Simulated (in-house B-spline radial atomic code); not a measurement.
What moves the levels of the praseodymium ion Pr⁺ ([Xe] 4f3 6s1)? Level of theory: Dirac-Hartree-Fock, average of configuration, Fermi nucleus of rms radius 4.8919 fm; calculated with a radial B-spline atomic code at the basis-set limit.

Baseline run (computed): total energy -9237.9858 hartree, 1s1/2 at -1552.137 hartree, 6s1/2 at -9.8834 eV with <r> = 4.313 bohr.

Scaling the speed of light c (a factor of 100 is close to the non-relativistic limit):

```
c/c0  ΔE (hartree)  6s1/2 level (eV)  6s1/2 <r> (bohr)
 0.9       -83.918          -10.0047             4.263
0.98       -14.453          -9.90391             4.305
1.02        13.499          -9.86437             4.321
 1.5        183.55           -9.6348             4.422
 100         317.2          -9.46593             4.501
```

Changing the nucleus:

| nucleus | ΔE (eV) |
| --- | --- |
| Gaussian nucleus of rms radius 4.8919 fm | -0.0586 |
| uniform spherical nucleus of rms radius 4.8919 fm | 0.0188 |
| Gaussian nucleus of rms radius 0.01 fm | -12.8 |
| Fermi nucleus of rms radius 4.7941 fm | -0.455 |
| Fermi nucleus of rms radius 4.9897 fm | 0.462 |

A larger nucleus binds the electrons less, roughly as the density at the nucleus times the change of the nuclear <r²>. At equal rms radius the shape enters only through higher moments. A radius of 0.01 fm is nearly a point.

(1) The nuclear charge is raised by 0.1. What does the Hellmann-Feynman theorem predict for the energy, and what is found?

Results:

(1) dE/dZ ≈ -Σ<1/r>, which is -381.94 at the start and -382.87 at the end; their mean times 0.1 is -38.241 hartree, and the two runs differ by -38.24 hartree.
